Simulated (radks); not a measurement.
Ionisation of the barium ion Ba+, [Xe] 6s1, to [Xe] as the strength of local exchange is varied. Method: Dirac Kohn-Sham, Slater X-alpha exchange (alpha = 2/3 is LDA exchange), no correlation, spin-unpolarised, spherical densities, finite nucleus; Fermi nuclear charge, rms radius 4.8378 fm; computed with a radial shooting solver on a logarithmic mesh with Libxc functionals.

alpha = 0.667: E(Ba+) (hartree) -8127.2699; exchange (hartree) -186.4038; IE (eV) 9.346; -e of the level emptied (eV) 6.985 (6s1/2); <r> of it (bohr) 4.381
alpha = 0.783: E(Ba+) (hartree) -8159.7480; exchange (hartree) -219.6317; IE (eV) 9.911; -e of the level emptied (eV) 7.550 (6s1/2); <r> of it (bohr) 4.248
alpha = 0.847: E(Ba+) (hartree) -8177.7183; exchange (hartree) -238.0669; IE (eV) 10.229; -e of the level emptied (eV) 7.871 (6s1/2); <r> of it (bohr) 4.179
alpha = 0.965: E(Ba+) (hartree) -8210.9467; exchange (hartree) -272.2479; IE (eV) 10.828; -e of the level emptied (eV) 8.480 (6s1/2); <r> of it (bohr) 4.058
alpha = 0.968: E(Ba+) (hartree) -8211.7931; exchange (hartree) -273.1202; IE (eV) 10.844; -e of the level emptied (eV) 8.496 (6s1/2); <r> of it (bohr) 4.055

NIST Atomic Spectra Database: 10.004 eV (measured). The Delta-SCF value meets it near alpha = 0.80. Spin polarisation and multiplet splitting are left out, so open shells lie too high by an amount that depends on their filling.

Beside tabulated values, note that spin-unpolarised runs miss the spin-polarisation part of the exchange energy of open shells.
